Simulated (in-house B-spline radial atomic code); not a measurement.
**Ionising Eu with different functionals**

Computed with an all-electron radial atomic-structure program (B-spline basis): four-component Dirac-Coulomb Hamiltonian, Fermi nucleus of rms radius 5.1115 fm, spin-restricted, spherical fractional occupations for the functionals. The ionisation energy is the difference of two self-consistent energies, [Xe] 4f7 6s2 → [Xe] 4f7 6s1, without Breit or QED terms; ε is the level of the shell that loses the electron (mean over j).

Hybrids are left out here: with spherical fractional occupations of an open shell their exact exchange keeps a self-interaction that integer-occupation calculations don't have.

```tsv
method	rung	ΔSCF (eV)	-ε(6s) (eV)
LDA VWN5	LDA	6.22	3.76
relativistic LDA	LDA	6.21	3.75
LDA PW92	LDA	6.22	3.76
LDA exchange-only	LDA	5.37	2.96
PBE	GGA	6.02	3.62
PBEsol	GGA	6.04	3.64
BLYP	GGA	5.97	3.49
RPBE	GGA	5.92	3.57
PW91	GGA	6.06	3.66
BP86	GGA	6.19	3.76
AM05	GGA	5.98	3.58
OLYP	GGA	5.65	3.30
```

**Question.** How do they compare with the NIST value?

**Answer.** NIST lists 5.670 eV (measured, ground level to ground level). Errors run from -0.30 to +0.55 eV; OLYP is closest (-0.02 eV), but part of that can be cancellation, since the calculations leave out Breit-QED terms, spin polarisation, the choice among j levels, multiplet and fine-structure energies.
